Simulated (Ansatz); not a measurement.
Reactions of CH₄O₂S₂, SMILES `OC(O)(S)S`.

Isolated molecules relaxed with PBE0-D4/def2-TZVP in Ansatz; ΔE leaves out vibrations. CCSD(T)/CBS adds triple-zeta CCSD(T) − MP2 to the extrapolated MP2 energy (def2 sets, frozen cores). This one scheme is used for every species, atoms too. DFT in def2-TZVPP. No spin–orbit coupling; open shells (•) take unrestricted orbitals. Spin–orbit coupling would lower the free atoms: a little for C, O, S. Bonds to Se are less sure, by a few kJ/mol each and by 10 to 20 or more in all where they break to atoms, as the def2 sets lack core-valence functions. Scalar relativity is left out up to krypton. Each species was taken in one conformer, which may not be the lowest.

```
                                   reaction  ωB97X-V (kcal/mol)  r2SCAN-D4 (kcal/mol)  CCSD(T)/def2-SVP (kcal/mol)  PBE-D4 (kcal/mol)  CCSD(T)/CBS(def2) (kcal/mol)
      `OC(O)(S)S` + CH₄ → `CC(O)(O)S` + H₂S                -6.1                  -4.7                         -8.1               -3.6                          -6.2
          `OC(O)(S)S` + H₂ → `OC(S)S` + H₂O               -15.6                 -15.1                        -11.7              -15.9                         -18.2
`OC(O)(S)S` + SiH₄ → `OC([SiH3])(S)S` + H₂O                -4.2                  -4.7                          0.6               -6.3                          -8.1
 `OC(O)(S)S` + H₂Se → `OC(S)(S)[SeH]` + H₂O                 3.8                   2.8                          9.0                0.5                          -0.9
      `OC(O)(S)S` → C• + 4 H• + 2 O• + 2 S•               739.6                 739.6                        678.8              762.6                         737.7
```

Largest T1 diagnostic: 0.013, for `OC([SiH3])(S)S`.
